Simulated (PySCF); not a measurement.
PbClBr, SMILES [Cl][Pb][Br] (connectivity only; charge and spin as stated), neutral, multiplicity 1. Atoms are numbered in the order given.

```xyz
3

Pb     0.5104    -0.4859     0.0000
Cl    -1.6326    -1.7407     0.0000
Br    -0.4029     1.9838     0.0000
```
Charge 0, spin multiplicity 1.

Geometry: B3LYP-D3(BJ)/def2-TZVP. The def2 effective core potentials stand for the cores of Pb; spin–orbit coupling is left out.

These are TDA-PBE0/def2-SVPD in PySCF values and carry that method's errors.

Vertical excitations. Gas-phase values at a fixed geometry. State labels are in the subgroup Cs.

Computed lowest excited states:
```json
[
 {"state": "S1", "symmetry": "A\"", "energy (eV)": "3.52", "λ (nm)": "353", "f": "0.003", "main pairs": "HOMO→LUMO 96 %"},
 {"state": "S2", "symmetry": "A\"", "energy (eV)": "3.72", "λ (nm)": "333", "f": "0.007", "main pairs": "HOMO−1→LUMO 96 %"},
 {"state": "S3", "symmetry": "A'", "energy (eV)": "4.12", "λ (nm)": "301", "f": "0.030", "main pairs": "HOMO−2→LUMO 91 %"},
 {"state": "S4", "symmetry": "A\"", "energy (eV)": "4.58", "λ (nm)": "271", "f": "0.009", "main pairs": "HOMO−4→LUMO 99 %"},
 {"state": "S5", "symmetry": "A'", "energy (eV)": "4.77", "λ (nm)": "260", "f": "0.009", "main pairs": "HOMO−3→LUMO 88 %"},
 {"state": "S6", "symmetry": "A\"", "energy (eV)": "5.18", "λ (nm)": "239", "f": "0.001", "main pairs": "HOMO−5→LUMO 99 %"},
 {"state": "S7", "symmetry": "A'", "energy (eV)": "5.37", "λ (nm)": "231", "f": "0.021", "main pairs": "HOMO→LUMO+1 78 %"},
 {"state": "S8", "symmetry": "A\"", "energy (eV)": "5.55", "λ (nm)": "224", "f": "0.002", "main pairs": "HOMO−2→LUMO+1 98 %"},
 {"state": "S9", "symmetry": "A'", "energy (eV)": "5.66", "λ (nm)": "219", "f": "0.049", "main pairs": "HOMO−1→LUMO+1 42 %, HOMO→LUMO+2 37 %, HOMO→LUMO+1 13 %"},
 {"state": "S10", "symmetry": "A'", "energy (eV)": "5.84", "λ (nm)": "212", "f": "0.017", "main pairs": "HOMO−1→LUMO+2 74 %"},
 {"state": "T1", "symmetry": "A\"", "energy (eV)": "3.13", "λ (nm)": "396", "f": "0", "main pairs": "HOMO→LUMO 68 %, HOMO−1→LUMO 28 %"},
 {"state": "T2", "symmetry": "A\"", "energy (eV)": "3.50", "λ (nm)": "354", "f": "0", "main pairs": "HOMO−1→LUMO 69 %, HOMO→LUMO 30 %"},
 {"state": "T3", "symmetry": "A'", "energy (eV)": "3.53", "λ (nm)": "351", "f": "0", "main pairs": "HOMO−2→LUMO 99 %"},
 {"state": "T4", "symmetry": "A'", "energy (eV)": "4.12", "λ (nm)": "301", "f": "0", "main pairs": "HOMO−3→LUMO 98 %"}
]
```
Triplets are in the Tamm–Dancoff approximation.
